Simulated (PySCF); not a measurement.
# In+: ionisation energy

In+ [Kr] 4d10 5s2 (1S) → In(2+) [Kr] 4d10 5s1 (2S), as a difference of total energies. Computed with PySCF 2.14 in aug-cc-pwCVDZ-PP with ECP28MDF (6s5p4d1f, 48 functions), with a scalar-relativistic core potential. Correlated levels: valence: 4s2 4p6 4d10 frozen. The calculations carry no spin-orbit coupling.

| method | ionisation energy (eV) | error (eV) |
| --- | --- | --- |
| UHF | 17.008 | -1.862 |
| MP2 (valence) | 17.615 | -1.255 |
| SCS-MP2 (valence) | 17.736 | -1.134 |
| CCSD (valence) | 17.892 | -0.978 |

Reference: 18.870 eV (measured; NIST Atomic Spectra Database, ionization energies).

Errors of the correlated levels include the incompleteness of this basis and the frozen core.

With two correlated electrons CCSD is exact in that space.
